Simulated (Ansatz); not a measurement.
Coupled-cluster diagnostics for Mg2Al2, Ansatz.

Geometry of the singlet (PBE0-D4/def2-TZVP):

```xyz
4

Al    1.181   -1.073    0.342
Al    0.058    1.200    1.104
Mg   -1.579   -0.835    0.167
Mg    0.339    0.709   -1.612
```

Correlated methods freeze 12 core orbitals; core or outer-core shells of Mg are correlated, in sets that lack core-valence functions. At PBE0-D4/def2-TZVP a broken-symmetry singlet of charge 0 lies 0.09 eV below the triplet, each at its own geometry. At PBE0-D4/def2-TZVP a broken-symmetry singlet of charge 0 lies 0.87 eV below the quintet, each at its own geometry. The structure comes from a short search, and lower isomers may exist.

Geometry of the charge 0 triplet (PBE0-D4/def2-TZVP):

```xyz
4

Al    0.844    0.824   -1.128
Al   -0.605    1.180    0.951
Mg    1.186   -1.300    1.051
Mg   -1.425   -0.704   -0.873
```

Geometry of the charge 0 quintet (PBE0-D4/def2-TZVP):

```csv
atom,x (Å),y (Å),z (Å)
Al1,-0.9803,-0.5395,-1.5193
Al2,1.2404,-1.2950,-0.5529
Mg3,-1.3956,1.3467,0.4855
Mg4,1.1355,0.4878,1.5867
```

**Question.** Estimate the CCSD(T) correlation energy, the shares of MP2 and (T), T1 and the reference's ⟨S²⟩ for: charge 0, singlet, own geometry in def2-TZVPP; charge 0, triplet, own geometry in def2-TZVPP; charge 0, quintet, own geometry in def2-TZVPP; charge 1, doublet, vertical in def2-TZVPP; and the rough time on 2 threads of Intel Xeon Platinum 8488C on a shared host.

**Answer.** 
| state | basis | correlation (eV) | MP2 share (%) | (T) share (%) | T1 | ⟨S²⟩ (pure) | wall time | remarks |
| --- | --- | --- | --- | --- | --- | --- | --- | --- |
| charge 0, singlet, own geometry | def2-TZVPP | -16.427 | 91.2 | 4.7 | 0.024 | 0.00 (0.00) | 35 s | large T1, restricted SCF unstable |
| charge 0, triplet, own geometry | def2-TZVPP | -15.514 | 88.5 | 4.2 | 0.049 | 2.44 (2.00) | 1.7 min | large T1, spin-contaminated |
| charge 0, quintet, own geometry | def2-TZVPP | -15.197 | 89.6 | 4.0 | 0.031 | 6.13 (6.00) | 65 s | spin-contaminated |
| charge 1, doublet, vertical | def2-TZVPP | -15.247 | 90.8 | 4.0 | 0.025 | 0.88 (0.75) | 68 s | spin-contaminated |
Customary marks for T1 are 0.02 (closed shells), 0.045 (open shells) and about 0.05 (3d metals). T1 exceeds 0.02 in 4 of 4 rows and 0.045 in 1; the higher it lies, the less the single-reference result can be trusted.
